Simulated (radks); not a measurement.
Question: Ionisation of the titanium ion Ti2+, [Ar] 3d2, to [Ar] 3d1 as the strength of local exchange is varied. Method: scalar-relativistic Kohn-Sham, Slater X-alpha exchange (alpha = 2/3 is LDA exchange), no correlation, spin-polarised, spherical densities, finite nucleus; open shells are filled with parallel spins first; Fermi nuclear charge, rms radius 3.5921 fm; computed with a radial shooting solver on a logarithmic mesh with Libxc functionals.

alpha  E(Ti2+) (hartree)  exchange (hartree)  IE (eV)  -e of the level emptied (eV)  <r> of it (bohr)
0.586         -844.68427           -33.23346   24.853                   18.021 (3d)             1.495
0.605         -845.76293           -34.35073   25.212                   18.334 (3d)             1.482
0.707         -851.57496           -40.39072   27.204                   20.085 (3d)             1.419
0.852         -859.89876           -49.09817   30.205                   22.770 (3d)             1.341
0.961         -866.20336           -55.73681   32.588                   24.934 (3d)             1.291
1.044         -871.03126           -60.84519   34.473                   26.664 (3d)             1.256
x             -849.29145           -38.01367   26.411                   19.384 (3d)             1.443

Which alpha was used in the last row?

Answer: alpha = 0.667. NIST Atomic Spectra Database: 27.492 eV (measured). The Delta-SCF value meets it near alpha = 0.72. Open shells are spherical and high-spin; term and fine-structure splittings are not resolved.
